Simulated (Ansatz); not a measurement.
A nudged elastic band was laid between two geometries of C2H7BO2 (12 atoms, charge 0, multiplicity 1).

Level of theory: RHF/def2-SVP (Ansatz 0.2.0).

- movable images: 5
- climbing image: yes
- spring: 5.0 eV/Å²
- optimiser: quadratic models (default)
- start path: IDPP
- force threshold: 0.2 eV/Å
- iteration limit: 60
- end points: relaxed

Initial state:

```xyz
12
Properties=species:S:1:pos:R:3
B -1.369 0.844 -0.079
C 0.129 0.308 -0.064
C 0.395 -1.011 0.645
O 0.315 0.163 -1.469
O 0.998 1.286 0.374
H -1.585 2.017 -0.131
H -2.266 0.049 -0.144
H -0.281 -1.797 0.304
H 0.262 -0.891 1.720
H 1.424 -1.336 0.463
H 0.168 -0.730 -1.742
H 1.887 1.042 0.157
```

Final state:

```xyz
12
Properties=species:S:1:pos:R:3
B -1.165 1.023 0.245
C 0.098 0.205 -0.293
C 0.566 -0.825 0.734
O -0.226 -0.439 -1.507
O 1.119 1.092 -0.590
H -1.062 2.141 0.655
H -2.230 0.467 0.265
H 1.417 -1.378 0.328
H -0.221 -1.544 0.975
H 0.882 -0.337 1.657
H -0.895 -1.091 -1.370
H 1.796 0.631 -1.065
```

(1) What changes between the two ends?

(2) Give the energies along the band, and the barrier.

(3) What is the geometry of the highest image?

Results:

(1) No bond is made or broken. The dihedral B1–C2–C3–H9 goes from -69 to 59°.

(2) The forces met the threshold. The highest image is number 3 of 0 to 6, 4.7 kcal/mol above the first end and 4.3 kcal/mol above the last; the last end lies 0.4 kcal/mol above the first. The threshold of 0.2 eV/Å is loose, so the images may lie well off the minimum-energy path. The order of the stationary point at the top wasn't checked.

```tsv
image	path coordinate (Å)	energy (kcal/mol)	dihedral B1–C2–C3–H9 (°)
0	0.00	0.0	-69
1	0.62	1.1	-48
2	1.23	3.5	-26
3	1.85	4.7	-5
4	2.47	3.5	17
5	3.08	1.3	39
6	3.70	0.4	59
```

(3) 
```xyz
12
Properties=species:S:1:pos:R:3
B -1.180 1.030 0.256
C 0.139 0.257 -0.201
C 0.488 -0.976 0.661
O -0.138 -0.118 -1.542
O 1.197 1.146 -0.265
H -1.184 2.207 0.457
H -2.192 0.388 0.349
H 0.428 -1.896 0.076
H -0.181 -1.087 1.517
H 1.502 -0.884 1.047
H -0.710 -0.868 -1.573
H 1.908 0.747 -0.747
```

Time of the run: 55 s on 1 CPU thread of a shared host.
